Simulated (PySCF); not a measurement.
CH6FNO2Si, SMILES [Si](O)(N)(F)OC.

The structure is a stationary point at PBE0-D3(BJ)/def2-SVP. The structure was generated by enumeration, and PubChem lists no compound with its InChIKey, so it may never have been made. Other conformers were not sampled.

Two levels are set side by side: PBE/def2-TZVP (PySCF) and CAM-B3LYP/def2-TZVP (PySCF). Same geometry, gas phase. Differences are taken from unrounded values.

```json
[
 {"quantity": "orbital gap (eV)", "CAM-B3LYP": "10.94"},
 {"quantity": "highest occupied level (eV)", "CAM-B3LYP": "-9.50"},
 {"quantity": "lowest empty level (eV)", "CAM-B3LYP": "1.44"},
 {"quantity": "dipole moment (D)", "CAM-B3LYP": "1.73"},
 {"quantity": "mean polarisability (bohr³)", "CAM-B3LYP": "47.4"}
]
```

Q: What does PBE give, and how far is it from CAM-B3LYP? (The exact figures need the calculation; the answer reports its results.)

A: 
| quantity | PBE | PBE minus CAM-B3LYP |
|---|---|---|
| orbital gap (eV) | 6.25 | -4.69 |
| highest occupied level (eV) | -6.47 | 3.03 |
| lowest empty level (eV) | -0.22 | -1.67 |
| dipole moment (D) | 1.63 | -0.10 |
| mean polarisability (bohr³) | 50.5 | 3.1 |

Without exact exchange PBE keeps part of each electron's self-repulsion, which lifts occupied levels and narrows the gap. Loosely held outer electrons make PBE densities more polarisable. Differences between two approximate levels are no errors against the true value.

Rough cost on one machine, each run with all the roots and properties that it gave: CAM-B3LYP against PBE within a factor of 2.
